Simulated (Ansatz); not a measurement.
CH4Cl2OSTi (`C[S][Ti]([OH])([Cl])[Cl]`). Charge 0, multiplicity 1. Geometry: relaxed with PBE0-D4/def2-TZVP. It is one conformer, not always the lowest.

```xyz
10

C     1.629    1.028   -0.306
S     1.106   -0.301    0.821
Ti   -1.009   -0.573    0.109
O    -1.668   -1.820    1.130
Cl   -2.048    1.354    0.318
Cl   -0.958   -1.139   -2.017
H     1.466    0.745   -1.345
H     1.092    1.949   -0.080
H     2.695    1.181   -0.142
H    -2.306   -2.422    1.511
```

What is the dipole moment at B3LYP/def2-TZVPP? (Estimate.)

Computed: 1.19 D, with components (0.16, -0.70, 0.95) D in this frame, pointing from negative to positive charge.

And with PBE, r2SCAN, ωB97M-V? (An estimate is asked.)

Computed: PBE 1.19 D, r2SCAN 1.18 D, ωB97M-V 1.24 D.

Give the Mulliken charges with B3LYP, ωB97M-V, PBE in def2-TZVPP. (Estimate.)

Ansatz gave: 
| atom | B3LYP | ωB97M-V | PBE |
| --- | --- | --- | --- |
| C1 | -0.25 | -0.32 | -0.24 |
| S2 | -0.16 | -0.09 | -0.14 |
| Ti3 | 0.80 | 0.63 | 0.67 |
| O4 | -0.48 | -0.44 | -0.43 |
| Cl5 | -0.25 | -0.20 | -0.22 |
| Cl6 | -0.25 | -0.20 | -0.23 |
| H7 | 0.13 | 0.14 | 0.13 |
| H8 | 0.13 | 0.15 | 0.13 |
| H9 | 0.13 | 0.15 | 0.13 |
| H10 | 0.21 | 0.19 | 0.21 |

B3LYP here is the variant with VWN-RPA as its local correlation; programs differ in this.
